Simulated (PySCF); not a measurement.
Computed IR spectrum (relative IR intensity) of a molecule C3H10OSi2. The structure is a stationary point at PBE-D3(BJ)/def2-SVP. One conformer was computed; it need not be the lowest. These are PySCF with PBE-D3(BJ)/def2-SVP values and carry that method's errors. Frequencies are harmonic and unscaled.

Lines under 2 % of the strongest are left out, and lines within 2 cm⁻¹ are merged.

ν (cm⁻¹): 197 (vw), 454 (w), 489 (vw), 566 (w), 582 (w), 610 (w), 675 (m), 689 (w), 752 (w), 779 (s), 803 (m), 817 (w), 863 (vs), 888 (s), 893 (s), 904 (m), 921 (m), 986 (s), 1020 (m), 1215 (m), 1377 (vw), 1381 (vw), 2139 (vs), 2143 (s), 2160 (s), 2169 (s), 2938 (m), 2958 (w), 2999 (m) (against the strongest line: vs over 80 %, s over 45 %, m over 15 %, w over 4 %, vw less)

**Question.** Which structure fits?
A) C[Si@H]1CO[C@H]1[SiH3]
B) C[C@@H]1OC[SiH2][SiH2]1
C) O=CCC([SiH3])[SiH3]
D) C[Si@H]([SiH3])CC=O

**Answer.** A, C[Si@H]1CO[C@H]1[SiH3]
